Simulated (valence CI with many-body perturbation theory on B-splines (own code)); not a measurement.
In42+: electric-dipole lines

Calculated by configuration interaction combined with many-body perturbation theory (CI+MBPT): five valence electrons over a frozen Dirac-Fock core [He], a basis of 11 s, 11 p, 10 d, 8 f, 5 g, 2 h functions for each j, with the one-electron correlation potential Σ1, the two-electron term Σ2, the three-electron term Σ3, Breit, model QED; selected CI, second order for the rest, scaled by the run's own slope (own B-spline code, finite nucleus).

The last digits are not significant, and no measured levels were compared; by estimate large intervals hold to a few tenths of a per cent, small ones and those within an open d or f shell to about a per cent. Among the levels kept, up to 7100 cm⁻¹ of a level comes from second order outside the variational space, and about a tenth of that is noise between levels of different J, which matters for small intervals.

Lines 101 to 150 of 600 in falling wavelength, among levels below 4696.1 eV, chosen from the strongest by gf and those to the six lowest levels. Wavelengths and rates use the calculated energies. Electric multipoles are in the length gauge, E1 and E2 with the static RPA response of the core. Weak lines are less certain than strong ones. Lines between different terms over intervals too small for the method are left out, as are lines whose strength nearly cancels. The highest levels of a list are the least certain.

Levels are named by their leading jj configuration (3d3/2^4 stands for four electrons in 3d with j = 3/2), which in mixed levels can hold well under half, so a name can repeat and another be missing. Letters in brackets count levels of one name in rising energy.

```tsv
λ vac (Å)	Upper	Lower	A (s⁻¹)	S (a.u.) with core polarisation	S without
100.7	(2s 2p1/2 2p3/2^2 3p3/2) J=7/2 [a]	(2s 2p1/2 2p3/2^2 3s) J=5/2 [a]	4.36e+10	1.76e-01	1.76e-01
100.6	(2s 2p1/2^2 2p3/2 3d3/2) J=5/2 [a]	(2s 2p1/2^2 2p3/2 3p1/2) J=3/2 [a]	1.63e+10	4.91e-02	4.91e-02
100.2	(2s^2 2p1/2 2p3/2 3p3/2) J=3/2 [b]	(2s^2 2p1/2 2p3/2 3s) J=3/2 [b]	1.93e+10	3.82e-02	3.82e-02
100.0	(2s 2p1/2 2p3/2^2 3d3/2) J=7/2 [a]	(2s 2p1/2 2p3/2^2 3p1/2) J=5/2 [b]	1.49e+10	5.90e-02	5.90e-02
99.97	(2s 2p1/2 2p3/2^2 3p3/2) J=5/2 [d]	(2s 2p1/2 2p3/2^2 3s) J=3/2 [c]	1.52e+10	4.50e-02	4.50e-02
99.94	(2s 2p1/2 2p3/2^2 3p3/2) J=5/2 [a]	(2s 2p1/2 2p3/2^2 3s) J=5/2 [a]	2.38e+10	7.04e-02	7.04e-02
99.67	(2s 2p1/2 2p3/2^2 3p3/2) J=3/2 [d]	(2s 2p1/2 2p3/2^2 3s) J=3/2 [b]	1.90e+10	3.71e-02	3.72e-02
99.32	(2s 2p1/2^2 2p3/2 3p3/2) J=1/2 [a]	(2s 2p1/2^2 2p3/2 3s) J=3/2 [a]	3.84e+10	3.71e-02	3.72e-02
98.81	(2s^2 2p1/2 2p3/2 3p3/2) J=3/2 [a]	(2s^2 2p1/2 2p3/2 3s) J=1/2	2.03e+10	3.86e-02	3.87e-02
98.67	(2s 2p1/2^2 2p3/2 3d3/2) J=3/2 [a]	(2s 2p1/2^2 2p3/2 3p1/2) J=3/2 [a]	2.53e+10	4.81e-02	4.81e-02
98.53	(2s^2 2p1/2 2p3/2 3d3/2) J=3/2 [a]	(2s^2 2p1/2 2p3/2 3p1/2) J=3/2 [a]	1.37e+10	2.58e-02	2.58e-02
98.35	(2s 2p1/2 2p3/2^2 3p3/2) J=5/2 [e]	(2s 2p1/2 2p3/2^2 3s) J=3/2 [d]	2.52e+10	7.10e-02	7.10e-02
98.31	(2s 2p1/2 2p3/2^2 3p3/2) J=3/2 [c]	(2s 2p1/2 2p3/2^2 3s) J=1/2 [a]	4.94e+10	9.27e-02	9.27e-02
98.27	(2s^2 2p1/2 2p3/2 3d3/2) J=1/2 [b]	(2s^2 2p1/2 2p3/2 3p1/2) J=3/2 [b]	2.55e+10	2.39e-02	2.39e-02
98.22	(2s 2p1/2 2p3/2^2 3p3/2) J=3/2 [e]	(2s 2p1/2 2p3/2^2 3s) J=3/2 [d]	1.66e+10	3.10e-02	3.10e-02
98.21	(2s 2p1/2 2p3/2^2 3d3/2) J=9/2	(2s 2p1/2 2p3/2^2 3p1/2) J=7/2	3.39e+10	1.59e-01	1.59e-01
98.09	(2s 2p1/2^2 2p3/2 3d3/2) J=7/2	(2s^2 2p1/2 2p3/2 3d5/2) J=5/2 [b]	9.71e+09	3.62e-02	3.62e-02
97.95	(2s 2p1/2 2p3/2^2 3p3/2) J=5/2 [e]	(2s 2p1/2 2p3/2^2 3s) J=5/2 [c]	8.59e+09	2.39e-02	2.39e-02
97.83	(2s 2p1/2^2 2p3/2 3d3/2) J=1/2 [a]	(2s 2p1/2^2 2p3/2 3p1/2) J=3/2 [a]	2.91e+10	2.69e-02	2.69e-02
97.81	(2s^2 2p3/2^2 3d3/2) J=7/2	(2s^2 2p3/2^2 3p1/2) J=5/2	2.50e+10	9.24e-02	9.24e-02
97.73	(2s 2p3/2^3 3p3/2) J=7/2	(2s 2p1/2 2p3/2^2 3d5/2) J=5/2 [c]	6.60e+09	2.43e-02	2.43e-02
97.60	(2s^2 2p3/2^2 3p3/2) J=3/2 [b]	(2s^2 2p3/2^2 3s) J=1/2	3.66e+10	6.72e-02	6.72e-02
97.48	(2s 2p1/2^2 2p3/2 3d3/2) J=5/2 [b]	(2s 2p1/2^2 2p3/2 3p1/2) J=3/2 [b]	3.67e+10	1.01e-01	1.01e-01
97.26	(2s 2p1/2 2p3/2^2 3p1/2) J=5/2 [b]	(2s^2 2p3/2^2 3p1/2) J=5/2	9.05e+09	2.46e-02	2.46e-02
97.22	(2s^2 2p3/2^2 3d3/2) J=3/2 [a]	(2s^2 2p3/2^2 3p1/2) J=3/2	2.74e+10	4.97e-02	4.97e-02
97.07	(2s^2 2p1/2 2p3/2 3d3/2) J=5/2 [a]	(2s^2 2p1/2 2p3/2 3p1/2) J=3/2 [a]	2.91e+10	7.89e-02	7.89e-02
97.02	(2s 2p1/2 2p3/2^2 3d3/2) J=7/2 [c]	(2s 2p1/2 2p3/2^2 3p1/2) J=5/2 [d]	3.32e+10	1.20e-01	1.20e-01
96.85	(2s^2 2p1/2 2p3/2 3d3/2) J=7/2	(2s^2 2p1/2 2p3/2 3p1/2) J=5/2	2.71e+10	9.73e-02	9.73e-02
96.62	(2s 2p1/2 2p3/2^2 3d3/2) J=3/2 [a]	(2s 2p1/2 2p3/2^2 3p1/2) J=3/2 [a]	2.84e+10	5.06e-02	5.06e-02
96.59	(2s 2p1/2 2p3/2^2 3p3/2) J=5/2 [e]	(2s 2p1/2 2p3/2^2 3s) J=3/2 [c]	1.22e+10	3.26e-02	3.26e-02
96.45	(2s 2p1/2^2 2p3/2 3p3/2) J=3/2 [b]	(2s 2p1/2^2 2p3/2 3s) J=3/2 [b]	2.58e+10	4.58e-02	4.58e-02
96.15	(2s 2p3/2^3 3p3/2) J=5/2	(2s 2p3/2^3 3s) J=5/2	2.00e+10	5.25e-02	5.25e-02
96.03	(2s 2p1/2 2p3/2^2 3d3/2) J=5/2 [c]	(2s 2p1/2 2p3/2^2 3p1/2) J=3/2 [b]	2.53e+10	6.64e-02	6.64e-02
95.84	(2s 2p1/2 2p3/2^2 3d3/2) J=7/2 [a]	(2s 2p1/2 2p3/2^2 3p1/2) J=5/2 [a]	9.40e+09	3.27e-02	3.27e-02
95.71	(2s^2 2p3/2^2 3d3/2) J=1/2	(2s^2 2p3/2^2 3p1/2) J=3/2	2.85e+10	2.46e-02	2.46e-02
95.64	(2s^2 2p1/2^2 3d3/2) J=3/2	(2s^2 2p1/2^2 3p1/2) J=1/2	3.78e+10	6.52e-02	6.52e-02
95.55	(2s 2p1/2 2p3/2^2 3d3/2) J=1/2 [a]	(2s 2p1/2 2p3/2^2 3p1/2) J=3/2 [a]	4.04e+10	3.48e-02	3.48e-02
95.50	(2s^2 2p1/2^2 3p3/2) J=3/2	(2s^2 2p1/2^2 3s) J=1/2	5.69e+10	9.78e-02	9.78e-02
95.46	(2s 2p1/2 2p3/2^2 3d3/2) J=3/2 [d]	(2s 2p1/2 2p3/2^2 3p1/2) J=1/2 [b]	1.56e+10	2.68e-02	2.68e-02
95.32	(2s 2p1/2 2p3/2^2 3p3/2) J=5/2 [b]	(2s 2p1/2 2p3/2^2 3s) J=5/2 [b]	3.68e+10	9.43e-02	9.43e-02
95.23	(2s 2p1/2 2p3/2^2 3d3/2) J=5/2 [a]	(2s 2p1/2 2p3/2^2 3p1/2) J=3/2 [a]	1.54e+10	3.95e-02	3.95e-02
95.22	(2s 2p1/2 2p3/2^2 3d3/2) J=3/2 [d]	(2s 2p1/2 2p3/2^2 3p1/2) J=3/2 [b]	1.59e+10	2.71e-02	2.71e-02
95.10	(2s 2p1/2 2p3/2^2 3p3/2) J=3/2 [a]	(2s 2p1/2 2p3/2^2 3s) J=3/2 [a]	2.04e+10	3.46e-02	3.46e-02
94.95	(2s^2 2p3/2^2 3p3/2) J=7/2	(2s^2 2p1/2 2p3/2 3d5/2) J=5/2 [b]	8.71e+09	2.95e-02	2.95e-02
94.67	(2s 2p1/2 2p3/2^2 3p1/2) J=5/2 [b]	(2s^2 2p3/2^2 3p1/2) J=3/2	1.44e+10	3.61e-02	3.61e-02
94.62	(2s^2 2p1/2 2p3/2 3d3/2) J=3/2 [a]	(2s^2 2p1/2 2p3/2 3p1/2) J=1/2	2.08e+10	3.48e-02	3.48e-02
94.45	(2s 2p1/2^2 2p3/2 3d3/2) J=3/2 [b]	(2s 2p1/2^2 2p3/2 3p1/2) J=3/2 [b]	1.40e+10	2.32e-02	2.33e-02
94.37	(2s 2p1/2 2p3/2^2 3d3/2) J=7/2 [b]	(2s 2p1/2 2p3/2^2 3p1/2) J=7/2	1.61e+10	5.36e-02	5.36e-02
94.35	(2s^2 2p1/2 2p3/2 3d5/2) J=7/2 [a]	(2s^2 2p1/2 2p3/2 3p1/2) J=5/2	7.72e+09	2.56e-02	2.56e-02
94.25	(2s 2p1/2^2 2p3/2 3p3/2) J=3/2 [b]	(2s 2p1/2^2 2p3/2 3s) J=1/2	3.53e+10	5.84e-02	5.84e-02
```
